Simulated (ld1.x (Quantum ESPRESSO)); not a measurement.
**What one change does to a pseudopotential (nitrogen (N), RRKJ)**

ld1.x (Quantum ESPRESSO) 7.5 input, shortened:

```
&input
   title='N', zed=7., rel=1, dft='PZ', iswitch=3,
   config='[He] 2s2 2p2.5 3d-2'
 /
 &inputp
   pseudotype=2, tm=.false., rho0=0.01, lloc=2,
   nlcc=.false.
 /
3
2S  1  0   2.00   0.00  0.85  0.85  0.0
2P  2  1   2.50   0.00  1.15  1.15  0.0
3D  3  2  -2.00   0.15  1.25  1.25  0.0
 &test
   configts(1)='2s2 2p2.5'
 /
```

Change: wave 2p (bound): rc 1.15 bohr becomes 2p (bound): rc 1.58 bohr.

Cutoffs: the cutoffs (Ry, on a coarse ladder) from which the occupation-weighted sum of valence levels, in a spherical-Bessel basis at the reference potential, stays within 10 and 1 mRy of its value at 400 Ry; they do not see the model core or the augmentation charge, which bear on the density cutoff. Errors are all-electron minus pseudo energies relative to the spin-unpolarised reference configuration.

Question: How do hardness, ghosts and transferability respond?

Answer: The potential gets neither clearly harder nor softer (90 Ry and 160 Ry → 90 Ry and 160 Ry); the s channel sets the loose cutoff, while the largest relative change is in p, which becomes softer; of the 9 tests that both files solve, the error grows in 7 and shrinks in 2 by more than 15 % and 0.3 meV (median size 49.4 → 82.9 meV); neither file shows a bound ghost.

```csv
quantity,base,changed
"cutoff, loose",90 Ry,90 Ry
"cutoff, tight",160 Ry,160 Ry
loose cutoff by channel (10 mRy a level),"s 80 Ry, p 70 Ry","s 80 Ry, p 40 Ry"
bound ghosts,none,none
"error for 2s2 2p3, meV [ΔE -5.17 eV]",+1.0,+2.7
"error for 2s2 2p2, meV [ΔE 8.57 eV]",+2.3,+7.6
"error for 2s2 2p1, meV [ΔE 37.53 eV]",+56,+155
"error for 2s1 2p3, meV [ΔE 20.02 eV]",+7.3,-9.4
"error for 2s1 2p4, meV [ΔE 6.04 eV]",+15,+31
"error for 2s0 2p5, meV [ΔE 17.29 eV]",+49,+83
"error for 2s2 2p0, meV [ΔE 84.70 eV]",+335,+806
"error for 2s2 2p2.5 (spin-polarised), meV [ΔE -2.31 eV]",+256,+198
"error for 2s2 2p3 (spin-polarised), meV [ΔE -8.06 eV]",+297,+242
```
